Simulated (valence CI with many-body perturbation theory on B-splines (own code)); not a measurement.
## Te XXXIX: electric-dipole lines

Calculated by valence CI with perturbative core correlation (CI+MBPT): four valence electrons over a frozen Dirac-Fock core [Ne], a basis of 11 s, 11 p, 9 d, 7 f, 5 g, 2 h, 1 i functions for each j, with the one-electron correlation potential Σ1, the two-electron term Σ2, the three-electron term Σ3, Breit, model QED; selected CI, second order for the rest (own B-spline code, finite nucleus).

The last digits are not significant, and no measured levels were compared; by estimate large intervals hold to a few tenths of a per cent, small ones and those within an open d or f shell to about a per cent.

Lines 51 to 100 of 224 in falling wavelength, among levels below 430.17 eV, chosen from the strongest by gf and those to the six lowest levels. Wavelengths and rates use the calculated energies. Electric multipoles are in the length gauge, E1 and E2 with the static RPA response of the core. Weak lines are less certain than strong ones. Lines between different terms over intervals too small for the method are left out, as are lines whose strength nearly cancels. The highest levels of a list are the least certain.

Levels are named by their leading jj configuration (3d3/2^4 stands for four electrons in 3d with j = 3/2), which in mixed levels can hold well under half, so a name can repeat and another be missing. Letters in brackets count levels of one name in rising energy.

| λ vac (nm) | Upper | Lower | A (s⁻¹) | log gf | Branch % |
| --- | --- | --- | --- | --- | --- |
| 11.24 | (3s 3p1/2 3p3/2 3d5/2) J=3 [b] | (3s^2 3p3/2 3d5/2) J=4 | 2.12e+09 | -1.55 | 0.9 |
| 11.18 | (3s 3p1/2 3p3/2 3d3/2) J=2 [a] | (3s^2 3p1/2 3d5/2) J=3 | 6.93e+09 | -1.19 | 9.1 |
| 11.18 | (3s 3p1/2^2 3d5/2) J=3 | (3s 3p1/2 3p3/2^2) J=2 [a] | 3.34e+09 | -1.36 | 7.3 |
| 11.16 | (3s 3p1/2 3p3/2 3d3/2) J=2 [b] | (3s 3p1/2 3p3/2^2) J=1 [a] | 2.37e+09 | -1.66 | 2.0 |
| 11.15 | (3s 3p1/2 3p3/2^2) J=1 [a] | (3s^2 3p3/2^2) J=2 | 2.39e+09 | -1.87 | 1.9 |
| 11.11 | (3s 3p1/2 3p3/2 3d3/2) J=1 [d] | (3s^2 3p3/2 3d3/2) J=2 | 3.44e+09 | -1.72 | 0.7 |
| 11.00 | (3p1/2^2 3p3/2^2) J=0 | (3s 3p1/2 3p3/2^2) J=1 [a] | 2.62e+10 | -1.32 | 21.1 |
| 10.93 | (3s 3p1/2 3p3/2 3d5/2) J=3 [b] | (3s^2 3p3/2 3d5/2) J=2 | 2.18e+09 | -1.56 | 0.9 |
| 10.79 | (3s 3p1/2^2 3p3/2) J=1 | (3s^2 3p1/2 3p3/2) J=1 | 2.87e+09 | -1.82 | 3.6 |
| 10.70 | (3s 3p1/2 3p3/2^2) J=2 [b] | (3s^2 3p3/2^2) J=2 | 7.69e+09 | -1.18 | 3.5 |
| 10.65 | (3s 3p1/2^2 3d5/2) J=2 | (3s 3p1/2 3p3/2^2) J=2 [a] | 5.02e+09 | -1.37 | 10.2 |
| 10.64 | (3s 3p1/2 3p3/2 3d5/2) J=4 [c] | (3s^2 3p3/2 3d5/2) J=4 | 5.14e+09 | -1.11 | 3.7 |
| 10.62 | (3s 3p1/2 3p3/2 3d5/2) J=3 [c] | (3s^2 3p3/2 3d5/2) J=4 | 7.45e+09 | -1.05 | 3.9 |
| 10.55 | (3s 3p1/2 3p3/2 3d3/2) J=2 [f] | (3s^2 3p3/2 3d3/2) J=3 | 9.13e+09 | -1.12 | 1.8 |
| 10.45 | (3s 3p1/2 3p3/2 3d3/2) J=3 [a] | (3s^2 3p1/2 3d5/2) J=3 | 1.84e+09 | -1.68 | 11.7 |
| 10.37 | (3s 3p1/2 3p3/2 3d3/2) J=2 [b] | (3s^2 3p1/2 3d5/2) J=3 | 1.01e+10 | -1.09 | 8.3 |
| 10.19 | (3s 3p1/2 3p3/2^2) J=1 [b] | (3s^2 3p3/2^2) J=2 | 6.48e+09 | -1.52 | 1.8 |
| 10.10 | (3s 3p1/2^2 3d3/2) J=1 | (3s 3p1/2^2 3p3/2) J=1 | 5.05e+09 | -1.63 | 34.0 |
| 10.03 | (3s 3p1/2 3p3/2 3d3/2) J=2 [c] | (3s 3p1/2 3p3/2^2) J=2 [b] | 5.91e+09 | -1.35 | 4.6 |
| 9.281 | (3s^2 3p1/2 3d3/2) J=2 | (3s^2 3p1/2 3p3/2) J=2 | 6.86e+08 | -2.35 | 91.6 |
| 9.102 | (3s 3p1/2 3p3/2 3d3/2) J=2 [b] | (3s 3p1/2 3p3/2^2) J=3 | 8.59e+09 | -1.27 | 7.1 |
| 9.076 | (3s 3p1/2 3p3/2 3d3/2) J=2 [a] | (3s 3p1/2 3p3/2^2) J=2 [a] | 3.67e+09 | -1.65 | 4.8 |
| 9.066 | (3s 3p1/2 3p3/2 3d3/2) J=2 [c] | (3s^2 3p1/2 3d5/2) J=3 | 2.80e+09 | -1.76 | 2.2 |
| 8.877 | (3s^2 3p1/2 3d3/2) J=2 | (3s^2 3p1/2 3p3/2) J=1 | 2.65e+07 | -3.80 | 3.5 |
| 8.796 | (3s^2 3p3/2 3d3/2) J=1 | (3s^2 3p3/2^2) J=0 | 4.51e+08 | -2.80 | 0.1 |
| 8.748 | (3s 3p1/2^2 3d3/2) J=1 | (3s 3p1/2^2 3p3/2) J=2 | 1.81e+09 | -2.21 | 12.2 |
| 8.701 | (3s 3p1/2 3p3/2^2) J=2 [a] | (3s^2 3p1/2 3p3/2) J=2 | 2.06e+07 | -3.93 | 2.3 |
| 8.542 | (3s 3p1/2^2 3d3/2) J=2 | (3s 3p1/2^2 3p3/2) J=2 | 5.26e+09 | -1.54 | 37.8 |
| 8.345 | (3s 3p1/2 3p3/2^2) J=2 [a] | (3s^2 3p1/2 3p3/2) J=1 | 4.39e+08 | -2.64 | 50.0 |
| 8.272 | (3s^2 3p3/2 3d5/2) J=2 | (3s^2 3p3/2^2) J=2 | 2.66e+08 | -2.87 | 33.8 |
| 8.260 | (3s 3p1/2^2 3d5/2) J=2 | (3s 3p1/2^2 3p3/2) J=1 | 4.80e+09 | -1.61 | 9.8 |
| 8.178 | (3s 3p1/2 3p3/2^2) J=3 | (3s^2 3p1/2 3p3/2) J=2 | 1.16e+09 | -2.09 | 39.4 |
| 8.047 | (3s^2 3p3/2 3d3/2) J=2 | (3s^2 3p3/2^2) J=2 | 8.14e+08 | -2.40 | 0.2 |
| 8.035 | (3s^2 3p3/2 3d3/2) J=1 | (3s^2 3p3/2^2) J=2 | 5.83e+08 | -2.77 | 0.1 |
| 8.015 | (3s^2 3p3/2 3d3/2) J=3 | (3s^2 3p3/2^2) J=2 | 5.92e+09 | -1.40 | 1.8 |
| 7.929 | (3s 3p1/2 3p3/2 3d5/2) J=2 [a] | (3s^2 3p1/2 3d5/2) J=3 | 4.45e+09 | -1.68 | 2.3 |
| 7.818 | (3s^2 3p1/2 3d3/2) J=1 | (3s^2 3p1/2 3p3/2) J=2 | 3.66e+09 | -2.00 | 0.8 |
| 7.814 | (3s 3p1/2 3p3/2 3d5/2) J=4 [b] | (3s^2 3p1/2 3d5/2) J=3 | 1.45e+10 | -0.92 | 24.9 |
| 7.732 | (3s 3p1/2 3p3/2 3d5/2) J=1 [b] | (3s 3p1/2 3p3/2^2) J=1 [a] | 1.02e+10 | -1.56 | 8.4 |
| 7.705 | (3s 3p1/2 3p3/2 3d3/2) J=2 [f] | (3s 3p1/2 3p3/2^2) J=1 [a] | 8.11e+09 | -1.44 | 1.6 |
| 7.703 | (3s 3p1/2 3p3/2 3d5/2) J=0 | (3s 3p1/2 3p3/2^2) J=1 [b] | 8.75e+10 | -1.11 | 26.5 |
| 7.681 | (3s 3p1/2 3p3/2 3d5/2) J=3 [b] | (3s^2 3p1/2 3d5/2) J=2 | 1.02e+10 | -1.20 | 4.3 |
| 7.630 | (3s 3p1/2 3p3/2 3d3/2) J=2 [c] | (3s 3p1/2 3p3/2^2) J=2 [a] | 9.96e+09 | -1.36 | 7.8 |
| 7.604 | (3s 3p1/2 3p3/2 3d3/2) J=3 [b] | (3s 3p1/2 3p3/2^2) J=2 [a] | 2.24e+10 | -0.87 | 10.6 |
| 7.581 | (3s 3p1/2^2 3d5/2) J=3 | (3s 3p1/2^2 3p3/2) J=2 | 3.54e+10 | -0.67 | 77.3 |
| 7.530 | (3s^2 3p1/2 3d3/2) J=1 | (3s^2 3p1/2 3p3/2) J=1 | 1.39e+09 | -2.45 | 0.3 |
| 7.513 | (3s 3p1/2 3p3/2 3d5/2) J=2 [b] | (3s 3p1/2 3p3/2^2) J=2 [b] | 2.16e+10 | -1.04 | 10.0 |
| 7.511 | (3s 3p1/2 3p3/2 3d5/2) J=2 [c] | (3s 3p1/2 3p3/2^2) J=1 [b] | 8.61e+10 | -0.44 | 20.9 |
| 7.508 | (3s 3p1/2 3p3/2 3d5/2) J=3 [d] | (3s 3p1/2 3p3/2^2) J=2 [b] | 1.22e+11 | -0.14 | 41.9 |
| 7.500 | (3s 3p1/2 3p3/2 3d3/2) J=3 [c] | (3s 3p1/2 3p3/2^2) J=3 | 6.14e+09 | -1.44 | 3.3 |
